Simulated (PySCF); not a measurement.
# Spin-rotation constants: Be(SiH3)2 (SMILES [SiH3][Be][SiH3])

Cartesian coordinates in Å; atom numbers follow the order of the lines, from 1:
```xyz
9

Be    0.011    0.011    0.000
Si    0.000   -0.010    2.197
H     0.851   -1.023    2.847
H    -1.298   -0.266    2.848
H     0.433    1.217    2.885
Si    0.005    0.015   -2.196
H     1.266    0.374   -2.869
H    -0.942    0.937   -2.848
H    -0.326   -1.256   -2.864
```

Computed, not measured: GIAO B3LYP/def2-SVP magnetisability, rotational g tensor and spin-rotation constants, non-relativistic, gas phase in PySCF 2.14.0. Geometry: GFN2-xTB.

Question: Give the nuclear spin-rotation constants along the inertial axes (H = +C I·J) beside the isotropic shieldings.

Answer: Rotational constants 48.2793, 1.5567, 1.5567 GHz. A star marks the isotopologue with that one atom substituted, in its own axes.
| atom | isotope | Caa (kHz) | Cbb (kHz) | Ccc (kHz) | mean (kHz) | σ (ppm) |
| --- | --- | --- | --- | --- | --- | --- |
| Be1 | 9Be | -0.251 | -0.163 | -0.163 | -0.192 | 65.0 |
| H3 | 1H | -3.314 | -0.079 | -0.079 | -1.157 | 29.1 |
| H4 | 1H | -3.318 | -0.079 | -0.079 | -1.158 | 29.1 |
| H5 | 1H | -3.224 | -0.080 | -0.080 | -1.128 | 29.1 |
| H7 | 1H | -3.231 | -0.080 | -0.080 | -1.130 | 29.1 |
| H8 | 1H | -3.307 | -0.079 | -0.079 | -1.155 | 29.1 |
| H9 | 1H | -3.294 | -0.079 | -0.079 | -1.151 | 29.1 |
| Si2 | 29Si* | -19.024 | -0.582 | -0.582 | -6.729 | 556.7 |

Where two moments of inertia are equal or nearly so, the constants along those axes are given as their average.
For the geometry as given, no vibrational averaging.
